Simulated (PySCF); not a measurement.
C3H4BF. Atoms are numbered in the order given.

```xyz
9

B      0.3593     0.2438     0.1101
C     -0.9740    -0.3793    -0.3369
C     -2.0254    -0.9196    -0.6741
H     -2.9550    -1.3847    -0.9761
F      0.5563     1.5441    -0.1660
C      1.4783    -0.5811     0.8344
H      2.2814     0.0544     1.2551
H      1.9384    -1.2746     0.0949
H      1.0585    -1.2314     1.6290
```
Charge 0, spin multiplicity 1.

Geometry optimised at PBE-D3(BJ)/def2-SVP.

The numbers are results of PySCF with PBE/def2-TZVP, not measurements.

Atomic charges (e):

```csv
atom,Mulliken,IAO
B1,0.26,0.49
C2,0.00,___
C3,-0.23,-0.17
H4,0.17,0.21
F5,-0.20,___
C6,-0.43,___
H7,0.14,0.16
H8,0.15,0.18
H9,0.15,0.17
```

Q: Complete the blanks. (The exact figures need the calculation; the answer reports its results.)

A: 
- C2, IAO: -0.15
- F5, IAO: -0.28
- C6, IAO: -0.60

Computed Mayer and Wiberg (Löwdin basis) orders of the bonds:
```csv
bond,Mayer,Wiberg
B1–C2,1.11,1.23
C2–C3,2.74,2.86
C3–H4,0.98,0.92
B1–F5,1.26,2.05
B1–C6,1.06,1.34
C6–H7,0.95,0.86
C6–H8,0.92,0.83
C6–H9,0.94,0.85
```
